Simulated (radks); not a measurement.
The numbers below are computed, except where a source is named.
Correlation energies from several functionals, in hartree. Species: Kr [Kr]; Mg [Ne] 3s2. Code: a radial shooting solver on a logarithmic mesh with Libxc functionals. Model: non-relativistic Kohn-Sham, exchange-only PBE, spin-polarised, spherical densities, point nucleus. Every spin shell is full or empty, so the densities are truly spherical. Functionals are evaluated on that one density, not self-consistently.

PW92: Kr -3.2665; Mg -0.88652
VWN5: Kr -3.2811; Mg -0.89063
PZ: Kr -3.2647; Mg -0.88393
Chachiyo: Kr -3.2189; Mg -0.86940
PBE: Kr -1.7610; Mg -0.40739
LYP: Kr -1.7484; Mg -0.46019
P86: Kr -2.0036; Mg -0.46200
PW91: Kr -1.9086; Mg -0.44701
TPSS: Kr -1.7647; Mg -0.41205
revTPSS: Kr -1.7920; Mg -0.42551
r2SCAN: Kr -1.7722; Mg -0.41321
Tao-Mo: Kr -1.6824; Mg -0.36729
